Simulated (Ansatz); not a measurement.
Basis-set extrapolation for H6N2SSi (`N[SiH](N)S`) (PBE0-D4/def2-TZVP geometry, frozen core, Ansatz). Multiplicity 1, RHF reference.

|  | def2-TZVPP | def2-QZVPP |
| --- | --- | --- |
| HF | -799.036240 | -799.062816 |
| MP2 correlation | -0.732630 | -0.789910 |
| CCSD(T) correlation | -0.806592 | not run |

Energies in hartree. Use E(X) = E(∞) + A·exp(−7.88·√X) for Hartree–Fock and E(X) = E(∞) + B·X^(−2.97) for correlation, with X = 3 and 4, and add CCSD(T) minus MP2 of the smaller set to the MP2 limit.

What is the CCSD(T) energy at the basis-set limit?

HF limit: -799.062816 + (-0.026576) × 0.13774 = -799.06648. MP2 limit: -0.789910 + (-0.057280) × 0.74074 = -0.83234. Higher-order term: -0.806592 − (-0.732630) = -0.07396. Total: -799.97278 hartree, 341.2 kJ/mol below CCSD(T)/def2-TZVPP.
